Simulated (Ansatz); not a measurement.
CH$_{8}$BGeN, SMILES `[BH2][GeH]([CH3])[NH2]`, relaxed with RKS PBE0-D4/def2-TZVP in the Gaussian-basis code of Ansatz from a PBE-D4/def2-SVP geometry. The force threshold is 0.005 eV/Å; the program also tests the step.

Charge 0, multiplicity 1.

Start:

```xyz
12

B     1.539   -0.390   -1.251
Ge    0.349   -0.151    0.413
C    -1.511   -0.721   -0.023
N     0.494    1.610    1.022
H     1.946    0.562   -1.892
H     1.815   -1.504   -1.657
H     0.815   -1.034    1.611
H    -1.923   -0.125   -0.861
H    -2.159   -0.577    0.864
H    -1.531   -1.793   -0.305
H     0.306    2.293    0.278
H    -0.141    1.828    1.800
```

| step | energy (eV) | largest force (eV/Å) | largest move (Å) |
| --- | --- | --- | --- |
| 1 | -59841.4630 | 0.600 | 0.000 |
| 2 | -59841.5030 | 0.213 | 0.040 |
| 3 | -59841.5068 | 0.072 | 0.011 |
| 4 | -59841.5076 | 0.040 | 0.011 |
| 5 | -59841.5080 | 0.013 | 0.023 |
| 6 | -59841.5081 | 0.007 | 0.009 |
| 7 | -59841.5081 | 0.003 | 0.008 |

End:

```xyz
12

B     1.539   -0.393   -1.252
Ge    0.342   -0.158    0.405
C    -1.502   -0.714   -0.018
N     0.457    1.592    0.997
H     1.961    0.545   -1.862
H     1.802   -1.486   -1.659
H     0.818   -1.019    1.598
H    -1.907   -0.120   -0.839
H    -2.136   -0.570    0.859
H    -1.533   -1.769   -0.300
H     0.285    2.281    0.278
H    -0.126    1.811    1.793
```

Run time 24 s (4 threads of a server CPU on a shared host); peak host memory 0.53 GiB.
